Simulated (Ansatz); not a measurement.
Cartesian coordinates in Å:
```
C 0.599 0.775 0.885
C 0.485 -0.281 0.077
B -0.748 -0.540 -0.804
Cl -0.803 -1.954 -1.833
Cl -2.124 0.544 -0.820
H 1.480 0.938 1.499
H -0.191 1.515 0.959
H 1.302 -0.997 0.036
```

Charge 0, multiplicity 1.

Question: List the CAM-B3LYP/def2-TZVPP orbital energies in eV (Ansatz 0.2.0). (Best estimate.)

Answer: Computed: Occupied: -2764.65, -2764.64, -279.67, -278.98, -259.44, -259.44, -198.49, -198.48, -198.37, -198.37, -198.33, -198.32, -188.13, -25.86, -24.79, -23.58, -18.56, -15.95, -14.97, -14.08, -12.92, -12.29, -11.96, -10.77, -10.61, -10.34, -9.84. Lowest empty: -1.05, 2.02, 2.31, 2.72, 3.11, 3.64, 4.18, 4.26.
